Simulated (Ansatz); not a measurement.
Gas-phase electronic energies from Ansatz, PBE0-D4/def2-TZVP geometries. CCSD(T)/CBS adds triple-zeta CCSD(T) − MP2 to the extrapolated MP2 energy (def2 sets, frozen cores). DFT in def2-TZVPP. B3LYP here is the variant with VWN-RPA as its local correlation; programs differ in this. Each species was taken in one conformer, which may not be the lowest.

Reaction (ligand exchange at the Si–C bond): `[SiH3]C1N[SiH2]1` + `CB(C)N` → `CB(C)N[SiH3]` + `C1N[SiH2]1`

```tsv
level	ΔE (kJ/mol)
BLYP-D4	-30.7
B3LYP	-33.5
r2SCANh	-31.5
CCSD/CBS(def2)	-35.4
```

What does CCSD(T)/CBS give? (Estimate.)

Ansatz gave: -33.2 kJ/mol. The listed levels differ from it by 2.5, -0.3, 1.7, -2.2 kJ/mol.

Largest T1 diagnostic among the species: 0.013.

From BLYP to BHLYP (50 % exact exchange), in def2-TZVPP and without D4, ΔE moves by −8.4 kJ/mol. In def2-TZVPP, CCSD(T) changes the Hartree–Fock value by +11.7 kJ/mol (the triples alone add +2.2 kJ/mol) and MP2 by +11.8 kJ/mol. Leaving LDA and LC-ωPBE aside and taking each functional with its dispersion term where it has one, the values, not all of them listed here, spread over 13.7 kJ/mol, from BHLYP-D4 to PBE-D4.
